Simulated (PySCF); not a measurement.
CH$_{4}$BClO, singlet, at a GFN2-xTB geometry. Base run: HF/6-31G (PySCF).

The PySCF input:
```python
from pyscf import gto, scf, solvent

mol = gto.M(
    atom='''
B    -0.44041029   -0.04213688    0.32881871
H    -1.42908407   -0.41104560    0.85668744
Cl    0.29831524    1.41848148    0.84281684
O     0.16285589   -0.68613245   -0.65953372
C    -0.27143629   -1.89627379   -1.23113805
H    -0.44861687   -1.72975572   -2.29525244
H     0.52157582   -2.63681981   -1.11204122
H    -1.18741196   -2.25917727   -0.75827558
''',
    basis='6-31g',
    verbose=4,
)

mf = scf.RHF(mol)
mf.kernel()
```

Each row names what was changed in the base input (with any setting that the change needs).

```json
[
 {"change": "base", "ΔE vs base (kcal/mol)": "0.000", "dipole (D)": "3.92", "HOMO-LUMO gap (eV)": "15.94"},
 {"change": "model = ddCOSMO; solvent = chloroform", "ΔE vs base (kcal/mol)": "-3.51", "dipole (D)": "4.43", "HOMO-LUMO gap (eV)": "16.27"},
 {"change": "model = IEF-PCM; solvent = chloroform; r_probe = 0.5", "ΔE vs base (kcal/mol)": "-1.95", "dipole (D)": "4.26", "HOMO-LUMO gap (eV)": "16.13"},
 {"change": "model = IEF-PCM; solvent = chloroform; vdw_scale = 1.4", "ΔE vs base (kcal/mol)": "___", "dipole (D)": "___", "HOMO-LUMO gap (eV)": "___"},
 {"change": "model = IEF-PCM; solvent = dimethylsulfoxide", "ΔE vs base (kcal/mol)": "-5.11", "dipole (D)": "4.66", "HOMO-LUMO gap (eV)": "16.36"},
 {"change": "model = IEF-PCM; solvent = chloroform; lebedev_order = 41", "ΔE vs base (kcal/mol)": "-3.68", "dipole (D)": "4.46", "HOMO-LUMO gap (eV)": "16.25"},
 {"change": "model = IEF-PCM; solvent = chloroform; lebedev_order = 11", "ΔE vs base (kcal/mol)": "___", "dipole (D)": "4.45", "HOMO-LUMO gap (eV)": "16.24"},
 {"change": "model = COSMO; solvent = chloroform", "ΔE vs base (kcal/mol)": "-3.62", "dipole (D)": "4.44", "HOMO-LUMO gap (eV)": "16.24"},
 {"change": "model = SS(V)PE; solvent = chloroform", "ΔE vs base (kcal/mol)": "-3.62", "dipole (D)": "4.45", "HOMO-LUMO gap (eV)": "16.24"},
 {"change": "model = IEF-PCM; solvent = n-hexane", "ΔE vs base (kcal/mol)": "-1.87", "dipole (D)": "4.20", "HOMO-LUMO gap (eV)": "16.10"},
 {"change": "model = C-PCM; solvent = chloroform", "ΔE vs base (kcal/mol)": "___", "dipole (D)": "___", "HOMO-LUMO gap (eV)": "___"},
 {"change": "model = IEF-PCM; solvent = chloroform", "ΔE vs base (kcal/mol)": "-3.68", "dipole (D)": "4.46", "HOMO-LUMO gap (eV)": "16.25"}
]
```

Problem. What belongs in the gaps?

Solution. 
- model = IEF-PCM; solvent = chloroform; vdw_scale = 1.4, ΔE vs base (kcal/mol): -2.41
- model = IEF-PCM; solvent = chloroform; vdw_scale = 1.4, dipole (D): 4.32
- model = IEF-PCM; solvent = chloroform; vdw_scale = 1.4, HOMO-LUMO gap (eV): 16.16
- model = IEF-PCM; solvent = chloroform; lebedev_order = 11, ΔE vs base (kcal/mol): -3.57
- model = C-PCM; solvent = chloroform, ΔE vs base (kcal/mol): -4.04
- model = C-PCM; solvent = chloroform, dipole (D): 4.50
- model = C-PCM; solvent = chloroform, HOMO-LUMO gap (eV): 16.28

The base is the gas phase, so ΔE is the electrostatic part of solvation at a fixed geometry, without cavity and dispersion terms.
